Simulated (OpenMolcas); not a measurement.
Computed levels of 4d5 in ions with 41 electrons, in cm-1 above 6S 5/2.

```
Program             : OpenMolcas 26.06
Method              : SS-RASPT2, IPEA 0.25 Eh, imaginary shift 0.1 Eh
Basis               : ANO-RCC-VTZP
Scalar Hamiltonian  : DKH2, point nucleus
Spin-orbit coupling : RASSI with atomic mean-field integrals over the reference wave functions, term energies averaged over their components
```

Active space for each ion: 5 electrons in 9 orbitals (RAS2 4d 5s; RAS3 5p, at most 2 electrons); closed shells correlated by CASPT2: 4s 4p.

```tsv
Level	Mo+	Ru3+
4G 5/2	16530	23670
4G 7/2	16630	23930
4G 9/2	16710	24090
4G 11/2	16720	24030
4P 1/2	17130	27110
4P 3/2	17200	26370
4P 5/2	17490	25880
4D 1/2	24020	29230
4D 3/2	24060	29800
```

Question: Estimate 4G 5/2, 4G 7/2 for Tc2+ from its neighbours Mo+ and Ru3+.

Answer: 4G 5/2 is another term, which grows about linearly with the charge: (16530 + 23670) / 2 = 20100. The calculation gives 20560, so the estimate is off by -2.2 %.
4G 7/2 is another term, which grows about linearly with the charge: (16630 + 23930) / 2 = 20280. The calculation gives 20730, so the estimate is off by -2.2 %.

Mixed levels, with the weight of the term that names them: Mo+ 4P 3/2 (66 %), Mo+ 4P 5/2 (66 %), Tc2+ 4P 3/2 (64 %), Tc2+ 4P 5/2 (61 %), Tc2+ 4D 3/2 (64 %), Ru3+ 4P 1/2 (72 %), Ru3+ 4P 3/2 (60 %), Ru3+ 4P 5/2 (57 %), Ru3+ 4D 1/2 (73 %), Ru3+ 4D 3/2 (59 %).

CASPT2 breaks the degeneracy within a term, and the mean is taken; among the terms shown or strongly mixed into the levels shown the widest spread is 100 cm-1 (4d5 4G, Ru3+). Some high roots are left out of the spin-orbit mixing, which shifts the levels that they would mix with. Terms from blocks run as CI alone lack orbitals of their own. Configurations are named by rounded mean occupations; where the s occupation lies near a half they are strongly mixed, a name can repeat and a true partner stay unpaired (holds for Mo+). Only configurations of the active space appear.
